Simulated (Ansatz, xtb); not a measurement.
Relative energy of two isomers of C4H10OSi2

We compare X, `[SiH3]O[SiH2][C@@H]1C=CC1`, a singlet, with Y, `C=C[C@H]1C[SiH2]O[SiH2]1`, a singlet. Both are isolated molecules in the gas phase, relaxed with PBE-D3(BJ)/def2-SVP, each in the lowest conformer that the search found.

**Question.** Which of the two would you expect CCSD(T)/def2-SVP + ΔMP2/def2-TZVPP electronic energies to favour?

**Answer.** Structure Y; the calculation gives E(Y) − E(X) = −1.207 eV.

The same difference at several levels:

```tsv
level	geometry	E(Y) − E(X) (eV)	departure from the last row (eV)	job, with rough time for the two
GFN2-xTB	GFN2-xTB	−0.253	+0.954	optimisation, 0.39 s
HF/STO-3G	GFN2-xTB	−1.613	−0.406	single point, 0.4 s
r2SCAN-D4/def2-SVP	GFN2-xTB	−1.198	+0.009	single point, 4.5 s
PBE-D3(BJ)/def2-SVP	PBE-D3(BJ)/def2-SVP	−1.148	+0.058	optimisation, 43 s
HF/def2-SVP	PBE-D3(BJ)/def2-SVP	−1.041	+0.166	part of the CCSD(T) run
MP2/def2-SVP	PBE-D3(BJ)/def2-SVP	−1.118	+0.089	part of the CCSD(T) run
CCSD(T)/def2-SVP	PBE-D3(BJ)/def2-SVP	−1.117	+0.090	single point
CCSD(T)/def2-SVP + ΔMP2/def2-TZVPP	PBE-D3(BJ)/def2-SVP	−1.207		single point, 99 s
```

As drawn, Y has 1 C–Si, 1 C–H in place of 1 C–C, 1 Si–H. Structure X has a 4-membered ring, Y a 5-membered ring.

None of the levels shown reverses the order. The largest departure from CCSD(T)/def2-SVP + ΔMP2/def2-TZVPP is that of GFN2-xTB, 0.954 eV. The last row adds to CCSD(T) the change of the MP2 difference between the two basis sets, here −0.090 eV.

With thermal terms from frequencies at re-optimised GFN2-xTB minima (ideal gas, soft modes damped towards free rotors, one conformer each, 298.15 K, 1 atm): on the last row, ΔE + ΔZPE = −1.091, ΔH = −1.120, ΔG = −1.024 eV.

The correlated steps freeze 15 core orbitals. Programs: Ansatz 0.2.0, xtb 6.7.1; the last row on 4 threads of Arm Neoverse V2 on a shared host.
